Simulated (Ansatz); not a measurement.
`BC(B)[SiH3]` + `[OH][SbH2]` → `[SiH3][O][SbH2]` + `BCB` at 700 K and 1 bar (ligand exchange at the Si–C bond).

Gas-phase electronic energies from Ansatz, PBE0-D4/def2-TZVP geometries. CCSD(T)/CBS adds triple-zeta CCSD(T) − MP2 to the extrapolated MP2 energy (def2 sets, frozen cores). def2 core potentials past Kr. For Sb outer-core shells are correlated without core-valence functions, which leaves a few kJ/mol of doubt a bond.

```
          species  CCSD(T)/CBS energy (Eh)  H − E (kJ/mol)  S (J/(mol·K))
    `BC(B)[SiH3]`               -381.50288           303.8          456.3
     `[OH][SbH2]`               -316.98030           111.4          336.4
`[SiH3][O][SbH2]`               -607.29789           176.6          448.9
            `BCB`                -91.21084           235.7          370.5
```

H − E and S are ideal-gas, rigid-rotor, harmonic terms from PBE0-D4/def2-TZVP, for one conformer and one mirror image of each species. 1 Eh = 2625.50 kJ/mol, R = 8.31446 J/(mol·K).

Task: By hand: ΔE, ΔH, ΔS and ΔG.

Result: ΔE = (-607.29789) + (-91.21084) − (-381.50288) − (-316.98030) = -0.02555 Eh = -67.1 kJ/mol. Δ(H − E) = 176.6 + 235.7 − 303.8 − 111.4 = -2.9, so ΔH = -70.0 kJ/mol. ΔS = 448.9 + 370.5 − 456.3 − 336.4 = 26.7 J/(mol·K). ΔG = -70.0 − 700 × (26.7)/1000 = -88.7 kJ/mol.

Task: By hand: the equilibrium constant, and the temperature at which ΔG would vanish if ΔH and ΔS stayed fixed.

Result: log₁₀ K = −ΔG/(RT ln 10) = 6.6. ΔH and −TΔS have one sign here, so there is no such temperature.

ΔH outweighs TΔS. A doubt of 5 kJ/mol in ΔE shifts log₁₀ K by 0.4 here. Other conformers and mirror images would add mixing entropy, several J/(mol·K) or more a flexible species. Modes under 60 cm⁻¹, often nearly free rotors, make the harmonic entropy too high. These are equilibria of isolated gas molecules and say nothing of rates. Largest T1 diagnostic: 0.014 (customary marks: 0.02 for closed shells, 0.045 for open ones).
